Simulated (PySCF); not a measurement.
C₃H₆BNO₂.
Geometry (PBE0-D3(BJ)/def2-SVP, Å), atoms numbered from 1 in this order:
```xyz
13
C3H6BNO2 angstrom
B      2.2899   -0.6540   -1.7200
N      1.1976   -0.4617   -0.6745
C      0.3782   -0.3097    0.1192
C     -0.6451   -0.1066    1.1436
O     -1.2860    1.1433    0.9967
C     -2.3926    1.1512    0.2255
O     -2.8503    0.1955   -0.3189
H      2.8520   -1.6974   -1.4142
H      1.7181   -0.7251   -2.7979
H      3.0216    0.3210   -1.6186
H     -1.3714   -0.9332    1.0820
H     -0.1611   -0.1099    2.1308
H     -2.7973    2.1815    0.1951
```

Linear response at PBE0/def2-SVPD (PySCF, frozen core in the response, non-relativistic).

Static isotropic polarisability: 74.12 au (10.98 Å³), principal values 57.7, 62.1, 102.6 au.

Q: What is the polarisability at 1064 nm and at the sodium D line?

A: 75.01 au at 1064 nm (+1.2 %), 77.19 au at 589.3 nm (+4.2 %). The rise at 589.3 nm is 3.45 times that at 1064 nm; a pure ω² law gives 3.26. The lowest singlet lies at 244 nm, shorter than both wavelengths.

Q: What is the isotropic C6 coefficient between two such molecules, C6 = (3/π)∫α(iω)² dω?

A: 2067 au (Eh·bohr⁶) by a ten-point quadrature over imaginary frequencies, which is 1240 eV·Å⁶ or 119 J·nm⁶/mol.

Q: Which effective excitation energy ω̄ makes London's formula C6 = (3/4)α²ω̄ exact here?

A: ω̄ = 4·C6/(3α²) = 0.502 Eh = 13.7 eV. A one-pole form α(ω) = α/(1 − ω²/ω̄²) fitted to the 1064 nm value gives 10.7 eV.

Q: What n − 1 at the D line would an ideal gas of it have at 273.15 K and 1 atm (2.6868 × 10¹⁹ cm⁻³), by n − 1 = 2π·N·α′?

A: 19.31 × 10⁻⁴, a formal value whether or not that pressure can be reached.

Q: What molar refraction at the D line follows from R = (4π/3)·N_A·α′, with α′ the polarisability volume?

A: α′ = 11.44 Å³ gives R = 28.86 cm³/mol, for isolated, non-vibrating species.

Q: How anisotropic is the static polarisability, by Δα² = ½[(α1 − α2)² + (α2 − α3)² + (α3 − α1)²]?

A: Δα = 42.9 au, or 0.58 of the isotropic value.

Q: The lowest 6 singlets have (eV, f): 5.08, 0.004; 5.42, 0.056; 5.72, 0.007; 5.90, 0.000; 6.02, 0.010; 6.13, 0.006. What share of the static polarisability do they carry in the sum over states α = Σ f/ω²?

A: 2.02 au, 2.7 % of α; the largest term, 1.42 au, is that of the state at 5.42 eV. Their oscillator strengths add up to 0.08. Higher states carry the rest.

One conformer stands for the species.
